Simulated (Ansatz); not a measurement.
`CC[Te]B(O)O` + `CO[Si](F)(S)Cl` → `CO[Si](F)(Cl)SC` + `C[Te]B(O)O`  (substitution at a C–C bond)

Program: Ansatz. Geometries: PBE0-D4/def2-TZVP. ΔE: electronic, gas phase. CCSD(T)/CBS is the MP2 limit (def2-TZVPP, def2-QZVPP) plus CCSD(T) − MP2 in def2-TZVPP, frozen cores. Elements past krypton have def2 core potentials. For Te outer-core shells are correlated without core-valence functions, which leaves a few kJ/mol of doubt a bond. One conformer a species, not always the lowest.

| species | CCSD/def2-TZVPP energy (Eh) |
| --- | --- |
| `CC[Te]B(O)O` | -522.85781 |
| `CO[Si](F)(S)Cl` | -1361.98412 |
| `CO[Si](F)(Cl)SC` | -1401.21065 |
| `C[Te]B(O)O` | -483.62600 |

(1) Work out ΔE.

Largest T1 diagnostic among the species: 0.012.

Results:

(1) ΔE = (-1401.21065) + (-483.62600) − (-522.85781) − (-1361.98412) = 0.00528 Eh = +13.9 kJ/mol. CCSD(T)/CBS gives +11.6 kJ/mol.

In def2-TZVPP, CCSD(T) changes the Hartree–Fock value by +9.3 kJ/mol (the triples alone add +0.3 kJ/mol) and MP2 by +9.5 kJ/mol.
